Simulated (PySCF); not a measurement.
A calculated (MN15, PySCF 2.14, aug-cc-pVDZ, the non-relativistic Hamiltonian (point nucleus)) atom or ion has these occupied shells.

| shell | electrons | orbital energy (eV) | rms radius, mean of both spins (bohr) |
| --- | --- | --- | --- |
| 1s | 2 | -1276.5 | 0.152 |
| 2s | 2 | -103.18 | 0.764 |
| 2p | 6 | -71.796 | 0.772 |

Question: Name the element and its charge.

Answer: Mg²⁺ (magnesium, charge +2), in [Ne], closed-shell 1S.
